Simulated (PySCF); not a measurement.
Input file for PySCF: R-MP2/6-31G* on C2H7F (a complex), monomers drawn apart or pushed together.

```python
from pyscf import gto, scf, dft, mp
from pyscf.data.elements import chemcore

mol = gto.M(
    atom='''
    F    -0.05706465    0.51311197   -0.03906524
    H    -0.42475143    0.50043473    0.81296299
    C     0.85238785   -0.44372948    4.33295779
    C    -0.55038847    0.05946089    4.00452643
    H     1.47148855   -0.50709444    3.43660977
    H     0.81754250   -1.43701425    4.78303774
    H     1.35378144    0.22302970    5.03612595
    H    -0.52212080    1.06443143    3.57053304
    H    -1.17765193    0.12699096    4.89474011
    H    -1.06561933   -0.61743288    3.31498966
    ''',
    basis='6-31g*',
    cart=True,
    charge=0, spin=0, verbose=3, max_memory=1800)
mf = scf.RHF(mol)
mf.conv_tol = 1e-8
mf.max_cycle = 100
mf.kernel()
if not mf.converged:
    mf = mf.newton().run(mf.mo_coeff, mf.mo_occ)
pt = mp.MP2(mf, frozen=chemcore(mol)).run()
```

The log:

```
converged SCF energy = -179.231677785874
E(RMP2) = -179.677849301581  E_corr = -0.446171515707036
E(SCS-RMP2) = -179.674982615794  E_corr = -0.443304829920082
```

The run converged.

Cost: roughly 0.5 core-seconds.
